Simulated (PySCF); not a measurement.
RbAl: one state, many levels of theory

State: ³Π (triplet), unpaired electrons σ ↑, π ↑. Set-up: PySCF, scalar-relativistic core potentials, basis sets Rb def2-SVP with ECP28, Al def2-SVP. De refers to Rb + Al in their high-spin ground configurations, without counterpoise correction. The functionals are run spin-unrestricted. A positive dipole means Rb(−)Al(+).

```csv
Level,Re (Å),ωe (cm⁻¹),De (eV),μ (D),"CPU s a point (SCF and correlation, without the integrals)"
UHF,3.706,106,0.163,-8.66,0.097
UHF-MP2,3.629,104,0.284,n/a,0.14
UHF-SCS-MP2,3.641,101,0.226,n/a,n/a
UHF-CCSD,3.638,104,0.287,n/a,n/a
UHF-CCSD(T),3.630,107,0.317,n/a,1.8
PBE,3.581,117,0.67,-6.56,0.48
r²SCAN,3.594,121,0.71,-7.72,0.57
TPSSh,3.575,124,0.68,-8.04,0.65
PBE0,3.566,122,0.62,-7.47,0.66
MN15,3.576,118,0.67,-6.02,0.59
B2PLYP,3.620,111,0.383,-6.76,0.39
```

The bond length runs from 3.566 Å (PBE0) to 3.706 Å (UHF). De spans 0.16 eV (UHF, mean field) to 0.71 eV (r²SCAN, meta-GGA). Correlation at CCSD(T) changes the Hartree–Fock bond energy by +0.16 eV; the triples alone change it by +0.03 eV.

Correlated steps freeze 5 core orbitals. Correlated levels converge slowly with the basis: in double zeta they bind strong bonds too weakly, by up to about 1 eV, and carry superposition errors of some tenths. Spin–orbit coupling is left out. B2PLYP dipoles, levels and charges come from its SCF part alone. The state is the lowest determinant that a PBE0 search found; another state may lie lower at other levels.

The whole job (state search and all levels along the bond) took about 1.3 min on 1 thread of Intel Xeon 6975P-C (shared host), peak memory 0.48 GiB.
